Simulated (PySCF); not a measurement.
# Radial density of S (sulfur, neutral)

BLYP, [Ne] 3s1 3p5, high-spin 3P determinant (an excited configuration). All numbers are calculated (PySCF 2.14, no relativity, point nucleus, in aug-cc-pwCVDZ).

| r (bohr) | 4πr²ρ (e/bohr) | 4πr²(ρα − ρβ) |
| --- | --- | --- |
| 0.00136 | 0.05903 | 0.0002 |
| 0.00229 | 0.1626 | 0.0006 |
| 0.00385 | 0.4366 | 0.0016 |
| 0.00648 | 1.137 | 0.0042 |
| 0.0109 | 2.793 | 0.0102 |
| 0.0183 | 6.242 | 0.0224 |
| 0.0308 | 11.88 | 0.0411 |
| 0.0518 | 17.41 | 0.0548 |
| 0.0872 | 17.14 | 0.0469 |
| 0.147 | 12.37 | 0.0823 |
| 0.247 | 15.22 | 0.2642 |
| 0.415 | 16.38 | 0.1887 |
| 0.698 | 5.811 | 0.0719 |
| 1.17 | 3.024 | 1.1425 |
| 1.97 | 2.877 | 0.9832 |
| 3.32 | 0.6288 | 0.1119 |
| 5.59 | 0.02589 | -0.0020 |
| 9.40 | 0.0002843 | -0.0001 |
